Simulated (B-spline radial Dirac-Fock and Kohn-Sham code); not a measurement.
How the levels of strontium move as electrons are removed

Calculated with a radial B-spline solver, using ΔSCF Dirac-Fock with Breit, self-energy and vacuum polarisation, finite nucleus, configuration average. Each ion is free and in its tabulated ground configuration. The model has no electron correlation.

Reference: Sr, [Kr] 5s2, with 2p1/2 2016.8 eV, 3s 369.8 eV, 3d3/2 143.0 eV, 3d5/2 141.3 eV, 4s 50.74 eV. Shifts from it, in eV (a dash: the subshell is empty, belongs to an open shell averaged over j, or its hole state is left out as unreliable):

| ion | configuration | 2p1/2 | 3s | 3d3/2 | 3d5/2 | 4s |
| --- | --- | --- | --- | --- | --- | --- |
| Sr⁺ | [Kr] 5s1 | +7.0 | +6.9 | +7.0 | +7.0 | – |
| Sr²⁺ | [Ar] 3d10 4s2 4p6 | +15.3 | +15.1 | +15.2 | +15.2 | +14.5 |
| Sr³⁺ | [Ar] 3d10 4s2 4p5 | +32.7 | +32.0 | +32.1 | +32.1 | +28.0 |
| Sr⁴⁺ | [Ar] 3d10 4s2 4p4 | +51.4 | +50.1 | +50.2 | +50.2 | +42.2 |
| Sr⁵⁺ | [Ar] 3d10 4s2 4p3 | – | +69.3 | +69.3 | +69.3 | +57.1 |
| Sr⁶⁺ | [Ar] 3d10 4s2 4p2 | +92.3 | +89.4 | +89.4 | +89.4 | +72.6 |
| Sr⁷⁺ | [Ar] 3d10 4s2 4p1 | +114.5 | +110.5 | +110.5 | +110.5 | +88.7 |
| Sr⁸⁺ | [Ar] 3d10 4s2 | +137.7 | +132.4 | +132.5 | +132.4 | +105.3 |
